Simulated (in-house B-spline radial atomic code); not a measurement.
Results of a calculation; reference values are marked as such.
Ag in an electron gas of r_s = 3: phase shifts, screening, friction and resistivity

A nucleus sits in a uniform electron gas with a rigid positive background. The Kohn-Sham equations are solved self-consistently in the spin-unpolarised LDA (PW92), non-relativistic, on B-splines with outgoing waves at the boundary and partial waves to l = 8. The model has no lattice, no bands and no magnetic solution. Atomic units; δ_l are the phase shifts at the Fermi level, counted so that each bound state adds π, and good to about 0.0005.

The density parameter is r_s = 3 bohr, near that of the valence electrons of Ag (1 per atom, density 10.5 g/cm³, mass 107.87 u, which gives r_s = 3.02).

| l | δ_l (rad) |
| --- | --- |
| 0 | 12.9745 |
| 1 | 9.8623 |
| 2 | 6.2365 |
| 3 | 0.0098 |
| 4 | 0.0015 |
| 5 | 0.0000 |
| 6 | 0.0000 |
| 7 | -0.0001 |
| 8 | 0.0000 |

Bound levels below the band bottom (hartree): d -13.12, s -2.978, p -1.842, d -0.0559, s -0.0003474 and deeper ones.

(1) Check the Friedel sum rule, and say where the screening charge sits.

(2) Find the transport cross section and the electronic stopping of a 10 keV Ag ion (mass 107.87 u).

(3) What residual resistivity would 1 atomic per cent of such centres give in Ag?

(4) On a substitutional site the background of one host ion, a sphere holding 1 charge, is taken out. The phase shifts for l = 0 to 4 become 12.6956, 9.5590, 6.1768, -0.0007, 0.0004. What follows?

Answers

(1) k_F = (9π/4)^(1/3)/r_s = 0.63972. The rule is Z = (2/π) Σ (2l + 1) δ_l. The terms are s 8.260, p 18.836, d 19.851, f 0.044 and 0.008 beyond, in all 46.998 against Z = 47. Bound states hold 10 s, 18 p, 20 d electrons, so the scattering states carry -1.00 in all; where a term is smaller than its bound count, the bound level has drawn weight out of the band.

(2) σ_tr = (4π/k_F²) Σ (l + 1) sin²(δ_l − δ_(l+1)). The terms for l = 0 to 3 are 0.0009, 0.4334, 0.0096, 0.0003, all together 0.4441, so σ_tr = 30.707 × 0.4441 = 13.637 bohr². With n = 3/(4π r_s³) = 0.008842, the friction coefficient is Q = n k_F σ_tr = 0.0771. For v well below v_F = 0.640, dE/dx = Q v; with 24801 eV per u at v = 1, v = √(10000/(24801 × 107.87)) = 0.0611, so dE/dx = 0.00472 hartree/bohr = 2.43 eV/nm. The largest term couples the p and d waves.

(3) Δρ = k_F n_i σ_tr/n in atomic units of 21.74 μΩ·cm. With one host atom per 1 electron, n_i/n = 0.01/1, so Δρ = 0.6397 × 0.01000 × 13.637 × 21.74 = 1.90 μΩ·cm. This is an atom added to the gas, as on an interstitial site.

(4) The Friedel sum is now 46.00, for Z − 1 = 46. The sum in σ_tr is 0.1470, so σ_tr = 4.51 bohr² and Δρ = 0.63 μΩ·cm per atomic per cent, 0.33 times the value above. A real host ion scatters too, so this model doesn't give zero even for the host's own atom.
